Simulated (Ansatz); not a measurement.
Harmonic vibrations of trimethylindium (TMIn) (`[CH3][In]([CH3])[CH3]`) by finite differences.

```yaml
crystal:
  periodic: [false, false, false]
  atoms:
    - {symbol: C, position_ang: [-0.506159, 1.897919, -0.902757]}
    - {symbol: In, position_ang: [0.007933, -0.003272, -0.006865]}
    - {symbol: C, position_ang: [1.475278, -0.088563, 1.580970]}
    - {symbol: C, position_ang: [-0.956578, -1.818207, -0.683157]}
    - {symbol: H, position_ang: [0.329360, 2.597984, -0.853704]}
    - {symbol: H, position_ang: [-1.344905, 2.339395, -0.357024]}
    - {symbol: H, position_ang: [-0.811482, 1.777000, -1.943280]}
    - {symbol: H, position_ang: [1.276421, -0.918221, 2.261217]}
    - {symbol: H, position_ang: [1.500653, 0.842510, 2.149293]}
    - {symbol: H, position_ang: [2.467158, -0.242743, 1.146594]}
    - {symbol: H, position_ang: [-1.254680, -1.743940, -1.730087]}
    - {symbol: H, position_ang: [-1.858654, -1.990803, -0.089284]}
    - {symbol: H, position_ang: [-0.304041, -2.683658, -0.557116]}
basis:
  gaussian: {orbitals: def2-TZVP}
hamiltonian: {xc: pbe0, dispersion: d4}
phonons: {temperatures: {t_min: 298.15, t_max: 900, t_step: 200}}
```

```sh
$ ansatz run in.yaml --threads 4 --pin off --events-out ev --progress --plain
```

Output, abridged:

```
Functional definition: PBE0
mean field -8428.55300864 eV, -309.7436099890 hartree, gradient 6.5e-5 eV, S^2 0.000000; 0 other end points of the search recorded, 0 dependent functions left out
mean field -8428.55285150 eV, -309.7436042142 hartree, gradient 1.2e-6 eV, S^2 0.000000; 0 other end points of the search recorded, 0 dependent functions left out
mean field -8428.55287316 eV, -309.7436050102 hartree, gradient 1.3e-6 eV, S^2 0.000000; 0 other end points of the search recorded, 0 dependent functions left out
mean field -8428.55293707 eV, -309.7436073588 hartree, gradient 1.3e-6 eV, S^2 0.000000; 0 other end points of the search recorded, 0 dependent functions left out
mean field -8428.55287041 eV, -309.7436049091 hartree, gradient 1.2e-6 eV, S^2 0.000000; 0 other end points of the search recorded, 0 dependent functions left out
mean field -8428.55284988 eV, -309.7436041549 hartree, gradient 1.2e-6 eV, S^2 0.000000; 0 other end points of the search recorded, 0 dependent functions left out
mean field -8428.55288224 eV, -309.7436053440 hartree, gradient 1.3e-6 eV, S^2 0.000000; 0 other end points of the search recorded, 0 dependent functions left out
mean field -8428.55296987 eV, -309.7436085643 hartree, gradient 1.3e-6 eV, S^2 0.000000; 0 other end points of the search recorded, 0 dependent functions left out
mean field -8428.55296932 eV, -309.7436085442 hartree, gradient 1.1e-6 eV, S^2 0.000000; 0 other end points of the search recorded, 0 dependent functions left out
mean field -8428.55294897 eV, -309.7436077963 hartree, gradient 1.2e-6 eV, S^2 0.000000; 0 other end points of the search recorded, 0 dependent functions left out
mean field -8428.55294956 eV, -309.7436078181 hartree, gradient 1.3e-6 eV, S^2 0.000000; 0 other end points of the search recorded, 0 dependent functions left out
mean field -8428.55296771 eV, -309.7436084850 hartree, gradient 1.3e-6 eV, S^2 0.000000; 0 other end points of the search recorded, 0 dependent functions left out
mean field -8428.55296572 eV, -309.7436084120 hartree, gradient 1.1e-6 eV, S^2 0.000000; 0 other end points of the search recorded, 0 dependent functions left out
mean field -8428.55291752 eV, -309.7436066405 hartree, gradient 1.3e-6 eV, S^2 0.000000; 0 other end points of the search recorded, 0 dependent functions left out
mean field -8428.55286303 eV, -309.7436046381 hartree, gradient 1.2e-6 eV, S^2 0.000000; 0 other end points of the search recorded, 0 dependent functions left out
mean field -8428.55285224 eV, -309.7436042415 hartree, gradient 1.2e-6 eV, S^2 0.000000; 0 other end points of the search recorded, 0 dependent functions left out
mean field -8428.55285497 eV, -309.7436043417 hartree, gradient 1.2e-6 eV, S^2 0.000000; 0 other end points of the search recorded, 0 dependent functions left out
mean field -8428.55291772 eV, -309.7436066478 hartree, gradient 1.2e-6 eV, S^2 0.000000; 0 other end points of the search recorded, 0 dependent functions left out
mean field -8428.55285882 eV, -309.7436044833 hartree, gradient 1.3e-6 eV, S^2 0.000000; 0 other end points of the search recorded, 0 dependent functions left out
mean field -8428.55285356 eV, -309.7436042902 hartree, gradient 1.2e-6 eV, S^2 0.000000; 0 other end points of the search recorded, 0 dependent functions left out
mean field -8428.55289104 eV, -309.7436056675 hartree, gradient 1.2e-6 eV, S^2 0.000000; 0 other end points of the search recorded, 0 dependent functions left out
mean field -8428.55286663 eV, -309.7436047705 hartree, gradient 1.2e-6 eV, S^2 0.000000; 0 other end points of the search recorded, 0 dependent functions left out
mean field -8428.55292962 eV, -309.7436070851 hartree, gradient 1.2e-6 eV, S^2 0.000000; 0 other end points of the search recorded, 0 dependent functions left out
mean field -8428.55284885 eV, -309.7436041171 hartree, gradient 1.2e-6 eV, S^2 0.000000; 0 other end points of the search recorded, 0 dependent functions left out
mean field -8428.55287456 eV, -309.7436050618 hartree, gradient 1.3e-6 eV, S^2 0.000000; 0 other end points of the search recorded, 0 dependent functions left out
mean field -8428.55293872 eV, -309.7436074195 hartree, gradient 1.3e-6 eV, S^2 0.000000; 0 other end points of the search recorded, 0 dependent functions left out
mean field -8428.55294441 eV, -309.7436076287 hartree, gradient 1.2e-6 eV, S^2 0.000000; 0 other end points of the search recorded, 0 dependent functions left out
mean field -8428.55296562 eV, -309.7436084082 hartree, gradient 1.3e-6 eV, S^2 0.000000; 0 other end points of the search recorded, 0 dependent functions left out
mean field -8428.55295566 eV, -309.7436080420 hartree, gradient 1.2e-6 eV, S^2 0.000000; 0 other end points of the search recorded, 0 dependent functions left out
mean field -8428.55299158 eV, -309.7436093621 hartree, gradient 1.3e-6 eV, S^2 0.000000; 0 other end points of the search recorded, 0 dependent functions left out
mean field -8428.55299988 eV, -309.7436096673 hartree, gradient 1.2e-6 eV, S^2 0.000000; 0 other end points of the search recorded, 0 dependent functions left out
mean field -8428.55294217 eV, -309.7436075462 hartree, gradient 1.2e-6 eV, S^2 0.000000; 0 other end points of the search recorded, 0 dependent functions left out
mean field -8428.55294332 eV, -309.7436075886 hartree, gradient 1.3e-6 eV, S^2 0.000000; 0 other end points of the search recorded, 0 dependent functions left out
mean field -8428.55298880 eV, -309.7436092598 hartree, gradient 1.2e-6 eV, S^2 0.000000; 0 other end points of the search recorded, 0 dependent functions left out
[...]
mean field -8428.55296597 eV, -309.7436084211 hartree, gradient 1.2e-6 eV, S^2 0.000000; 0 other end points of the search recorded, 0 dependent functions left out
mean field -8428.55295736 eV, -309.7436081045 hartree, gradient 1.3e-6 eV, S^2 0.000000; 0 other end points of the search recorded, 0 dependent functions left out
mean field -8428.55300168 eV, -309.7436097333 hartree, gradient 1.2e-6 eV, S^2 0.000000; 0 other end points of the search recorded, 0 dependent functions left out
mean field -8428.55299271 eV, -309.7436094035 hartree, gradient 1.2e-6 eV, S^2 0.000000; 0 other end points of the search recorded, 0 dependent functions left out
mean field -8428.55292561 eV, -309.7436069378 hartree, gradient 1.1e-6 eV, S^2 0.000000; 0 other end points of the search recorded, 0 dependent functions left out
mean field -8428.55293100 eV, -309.7436071358 hartree, gradient 1.3e-6 eV, S^2 0.000000; 0 other end points of the search recorded, 0 dependent functions left out
mean field -8428.55297714 eV, -309.7436088316 hartree, gradient 1.2e-6 eV, S^2 0.000000; 0 other end points of the search recorded, 0 dependent functions left out
mean field -8428.55296768 eV, -309.7436084839 hartree, gradient 1.3e-6 eV, S^2 0.000000; 0 other end points of the search recorded, 0 dependent functions left out
mean field -8428.55292727 eV, -309.7436069988 hartree, gradient 1.2e-6 eV, S^2 0.000000; 0 other end points of the search recorded, 0 dependent functions left out
mean field -8428.55291853 eV, -309.7436066776 hartree, gradient 1.3e-6 eV, S^2 0.000000; 0 other end points of the search recorded, 0 dependent functions left out
mean field -8428.55299402 eV, -309.7436094517 hartree, gradient 1.3e-6 eV, S^2 0.000000; 0 other end points of the search recorded, 0 dependent functions left out
mean field -8428.55299420 eV, -309.7436094583 hartree, gradient 1.2e-6 eV, S^2 0.000000; 0 other end points of the search recorded, 0 dependent functions left out
mean field -8428.55298919 eV, -309.7436092743 hartree, gradient 1.3e-6 eV, S^2 0.000000; 0 other end points of the search recorded, 0 dependent functions left out
mean field -8428.55297781 eV, -309.7436088561 hartree, gradient 1.2e-6 eV, S^2 0.000000; 0 other end points of the search recorded, 0 dependent functions left out
mean field -8428.55298736 eV, -309.7436092071 hartree, gradient 1.2e-6 eV, S^2 0.000000; 0 other end points of the search recorded, 0 dependent functions left out
mean field -8428.55299155 eV, -309.7436093609 hartree, gradient 1.2e-6 eV, S^2 0.000000; 0 other end points of the search recorded, 0 dependent functions left out
mean field -8428.55298959 eV, -309.7436092889 hartree, gradient 1.3e-6 eV, S^2 0.000000; 0 other end points of the search recorded, 0 dependent functions left out
mean field -8428.55300511 eV, -309.7436098595 hartree, gradient 1.2e-6 eV, S^2 0.000000; 0 other end points of the search recorded, 0 dependent functions left out
mean field -8428.55291036 eV, -309.7436063775 hartree, gradient 1.2e-6 eV, S^2 0.000000; 0 other end points of the search recorded, 0 dependent functions left out
mean field -8428.55291177 eV, -309.7436064294 hartree, gradient 1.3e-6 eV, S^2 0.000000; 0 other end points of the search recorded, 0 dependent functions left out
mean field -8428.55293286 eV, -309.7436072041 hartree, gradient 1.2e-6 eV, S^2 0.000000; 0 other end points of the search recorded, 0 dependent functions left out
mean field -8428.55293688 eV, -309.7436073519 hartree, gradient 1.3e-6 eV, S^2 0.000000; 0 other end points of the search recorded, 0 dependent functions left out
mean field -8428.55299098 eV, -309.7436093400 hartree, gradient 1.2e-6 eV, S^2 0.000000; 0 other end points of the search recorded, 0 dependent functions left out
mean field -8428.55300124 eV, -309.7436097170 hartree, gradient 1.3e-6 eV, S^2 0.000000; 0 other end points of the search recorded, 0 dependent functions left out
mean field -8428.55296689 eV, -309.7436084549 hartree, gradient 1.3e-6 eV, S^2 0.000000; 0 other end points of the search recorded, 0 dependent functions left out
mean field -8428.55297212 eV, -309.7436086471 hartree, gradient 1.2e-6 eV, S^2 0.000000; 0 other end points of the search recorded, 0 dependent functions left out
mean field -8428.55295899 eV, -309.7436081646 hartree, gradient 1.3e-6 eV, S^2 0.000000; 0 other end points of the search recorded, 0 dependent functions left out
mean field -8428.55296730 eV, -309.7436084698 hartree, gradient 1.2e-6 eV, S^2 0.000000; 0 other end points of the search recorded, 0 dependent functions left out
mean field -8428.55293592 eV, -309.7436073168 hartree, gradient 1.2e-6 eV, S^2 0.000000; 0 other end points of the search recorded, 0 dependent functions left out
mean field -8428.55294485 eV, -309.7436076449 hartree, gradient 1.3e-6 eV, S^2 0.000000; 0 other end points of the search recorded, 0 dependent functions left out
mean field -8428.55299094 eV, -309.7436093387 hartree, gradient 1.3e-6 eV, S^2 0.000000; 0 other end points of the search recorded, 0 dependent functions left out
mean field -8428.55299796 eV, -309.7436095967 hartree, gradient 1.2e-6 eV, S^2 0.000000; 0 other end points of the search recorded, 0 dependent functions left out
WARN: phonons: modes at or below zero, which the zero-point energy, F, S and C_V leave out: 1, the lowest at -12.15 cm⁻¹. A minimum has none, and a first-order saddle one
Total energy: -8428.73040230 eV, -309.7501290859 hartree
Atom 0 at    -0.506159     1.897919    -0.902757 Å, force    -0.000537    -0.000546    -0.000154 eV/Å
Atom 1 at     0.007933    -0.003272    -0.006865 Å, force     0.000114    -0.000112     0.000430 eV/Å
Atom 2 at     1.475278    -0.088563     1.580970 Å, force     0.000247     0.000143     0.000306 eV/Å
Atom 3 at    -0.956578    -1.818207    -0.683157 Å, force    -0.000497     0.000581    -0.000424 eV/Å
Atom 4 at     0.329360     2.597984    -0.853704 Å, force     0.000212     0.000015     0.000054 eV/Å
Atom 5 at    -1.344905     2.339395    -0.357024 Å, force     0.000165    -0.000150    -0.000011 eV/Å
Atom 6 at    -0.811482     1.777000    -1.943280 Å, force    -0.000053     0.000266    -0.000139 eV/Å
Atom 7 at     1.276421    -0.918221     2.261217 Å, force    -0.000050    -0.000030    -0.000186 eV/Å
Atom 8 at     1.500653     0.842510     2.149293 Å, force    -0.000043    -0.000019    -0.000123 eV/Å
Atom 9 at     2.467158    -0.242743     1.146594 Å, force     0.000186    -0.000006     0.000183 eV/Å
Atom 10 at    -1.254680    -1.743940    -1.730087 Å, force    -0.000087    -0.000257    -0.000037 eV/Å
Atom 11 at    -1.858654    -1.990803    -0.089284 Å, force     0.000153     0.000077     0.000010 eV/Å
Atom 12 at    -0.304041    -2.683658    -0.557116 Å, force     0.000191     0.000038     0.000090 eV/Å
Dipole moment:    -0.001909     0.000369     0.001402 e Å
Vibrations: -12.15 13.70 21.59 114.71 115.23 122.50 477.68 503.42 503.87 608.88 611.62 642.56 707.31 731.07 731.68 1185.44 1185.64 1191.29 1444.72 1447.45 1448.81 1449.61 1451.67 1454.97 3048.65 3048.71 3050.00 3130.71 3130.74 3131.24 3151.54 3151.68 3151.75 cm⁻¹, zero-point energy 2.861583 eV
```

Hardware: 4 threads of a server CPU on a shared host. Wall time 6 min, peak host memory 0.57 GiB.
